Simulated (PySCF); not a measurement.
PySCF 2.14 output of an unrestricted r2SCAN calculation on a single atom or ion in Sapporo-DKH3-DZP-2012 (6s4p3d1f, 40 functions), with the spin-free X2C one-electron Hamiltonian (Gaussian nucleus):

```
SCF conv_tol = 1e-09
number electrons alpha = 15  beta = 10
    J. W. Furness, A. D. Kaplan, J. Ning, J. P. Perdew, and J. Sun.,  J. Phys. Chem. Lett. 11, 8208-8215 (2020)
    J. W. Furness, A. D. Kaplan, J. Ning, J. P. Perdew, and J. Sun.,  J. Phys. Chem. Lett. 11, 9248-9248 (2020)
    J. W. Furness, A. D. Kaplan, J. Ning, J. P. Perdew, and J. Sun.,  J. Phys. Chem. Lett. 11, 8208-8215 (2020)
    J. W. Furness, A. D. Kaplan, J. Ning, J. P. Perdew, and J. Sun.,  J. Phys. Chem. Lett. 11, 9248-9248 (2020)
cycle= 1 E= -1272.26950079028  delta_E= -0.00904  |g|= 0.0933  |ddm|= 0.241
cycle= 2 E= -1272.26750182136  delta_E= 0.002  |g|= 0.138  |ddm|= 0.152
cycle= 3 E= -1272.27146689993  delta_E= -0.00397  |g|= 0.00167  |ddm|= 0.0721
cycle= 4 E= -1272.27146918389  delta_E= -2.28e-06  |g|= 0.00063  |ddm|= 0.00793
cycle= 5 E= -1272.2714693206  delta_E= -1.37e-07  |g|= 1.01e-05  |ddm|= 0.00188
cycle= 6 E= -1272.27146932068  delta_E= -8.59e-11  |g|= 3.28e-06  |ddm|= 2.92e-05
converged SCF energy = -1272.27146932068  <S^2> = 8.7510291  2S+1 = 6.000343
```

The run itself started from symmetry-adapted Hartree-Fock orbitals and held the occupation by maximum overlap, on a logarithmic radial grid, so the iterations belong to that start.

Problem. Which element, charge and spin multiplicity is this?

Solution. Fe⁺ (iron, charge +1), multiplicity 6; the state was [Ar] 3d6 4s1, high-spin 6D determinant.
